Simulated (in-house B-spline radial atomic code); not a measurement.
## RPA and G0W0 on BHandHLYP: C³⁺

Configuration [He] 2s1, highest spin, mean-field start BHandHLYP. Computed with an all-electron radial atomic-structure program (B-spline basis): all electrons, non-relativistic, point nucleus, each spin shell either full or empty, empty states to l = 9 with an (l + 1/2)⁻⁴ tail; G0W0 by contour deformation at full frequency.

RPA overbinds a lone outer s electron by self-correlation, and G0W0 tends to as well.

Command:
```bash
python run_gw.py task.json out
```
Settings (radii: box in bohr, nucleus in fm):
```
Z                        6
electrons                3
configuration            [He] 2s1
hamiltonian              nr
method                   bhandhlyp
lmax                     9
spin_polarised           True
box_radius               14.14
intervals                44
ion_configuration        1s2
```

Time taken, with all properties: 1.3 s on 1 thread of Arm Neoverse N1, with other jobs on the host.

Energies (hartree):

| term | value |
| --- | --- |
| mean-field total | -34.78993 |
| Hartree-Fock functional on these orbitals | -34.72550 |
| direct second order | -0.13147 |
| second-order exchange | 0.082037 |
| SOSEX correction | 0.074008 |

Q: What is the RPA correlation energy, and what remains with SOSEX?

A: RPA gives -0.12107 hartree (-1.1 eV per electron); RPA + SOSEX gives -0.047062, and the second-order doubles -0.049432 hartree (no singles). SOSEX takes back 61 % of the RPA value.

Quasi-particle levels (eV):

```
  level  occupied  mean field  Σx - vxc     Σc  QP weight     G0W0
  2s up       yes      -61.12     -3.24      ?          ?        ?
1s down       yes     -349.21    -16.30   2.61      0.944  -362.90
2s down        no      -50.41      5.08  -2.29      0.936   -47.61
```

G0W0 = mean field + (Σx - vxc) + Σc, with Σc (partial-wave tail included) taken at the quasi-particle energy. Levels of low weight are left out.

Q: Where does G0W0 put 2s up?

A: At -65.57 eV, with Σc = -1.20 eV and a quasi-particle weight of 0.969. The tabulated removal energy is 64.494 eV (NIST, measured).

Q: What does it cost to remove one electron (to 1s2) by differences of total energies, each species on its own start (correlation terms add to the Hartree-Fock functional)?

A: BHandHLYP 65.03 eV, Hartree-Fock functional 64.35 eV, + RPA 65.29 eV, + RPA + SOSEX 64.45 eV, + second order 64.47 eV. Tabulated: 64.494 eV (NIST, measured).
